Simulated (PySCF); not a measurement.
Geometry (Å), atoms numbered from 1 in this order:
```xyz
18

C     2.874   -0.423    0.641
N     1.588    0.138    0.313
Si    0.240   -0.859   -0.066
N    -1.055    0.242   -0.326
C    -2.261   -0.206   -0.967
C    -1.300    1.340    0.575
H     3.473    0.304    1.195
H     3.441   -0.734   -0.244
H     2.721   -1.299    1.267
H     1.683    0.993   -0.215
H     0.123   -1.776    1.081
H     0.315   -1.643   -1.310
H    -2.992   -0.587   -0.241
H    -2.727    0.622   -1.510
H    -2.032   -1.001   -1.670
H    -0.372    1.628    1.060
H    -2.031    1.071    1.349
H    -1.696    2.197    0.021
```

[PySCF 2.14: shielding tensors at PBE0/pcSseg-1 (GIAO); geometry from GFN2-xTB; non-relativistic; no solvent model; one conformer; one averaged value for each set of equivalent atoms]

Scale: ¹³C (186.93 ppm), ¹H (31.72 ppm), ²⁹Si (349.16 ppm) against TMS; NH3 for ¹⁵N (267.73 ppm) (reference shieldings calculated alike).

```
                  atoms  nucleus  count  Hirshfeld charge  δ (ppm)
                    Si3     ²⁹Si      1              0.38    -27.0
                     C1      ¹³C      1             -0.07        ?
               H7/H8/H9       ¹H      3              0.04     2.79
                    H10       ¹H      1              0.11    -0.33
H13/H14/H15/H16/H17/H18       ¹H      6              0.04     2.60
                     N4      ¹⁵N      1             -0.18        ?
                     N2      ¹⁵N      1             -0.24        ?
                  C5/C6      ¹³C      2             -0.07     39.7
                H11/H12       ¹H      2             -0.10     4.85
```

Estimate the values marked ?.

## Answers


- C1: 29.6 ppm, methyl carbon bonded to N; pulled downfield by the heteroatom
- N2: 20.7 ppm, nitrogen bonded to C, Si, H
- N4: 19.6 ppm, nitrogen bonded to 2 C, Si

OH/NH shifts are gas-phase values; hydrogen bonding in solution moves them, usually downfield. Shifts are as computed. Against solution values, carbons near 30 ppm lie about +3 ppm off and those near 130 ppm about +5 ppm. Of 1211 compounds with measured shifts, 218 miss one by over three times the rms of a fit or turn the order of signals round; such compounds aren't used in these exercises. Experimental scales use liquid or dissolved standards, which lie at an offset from isolated NH3 (liquid NH3: subtract about 20 ppm).
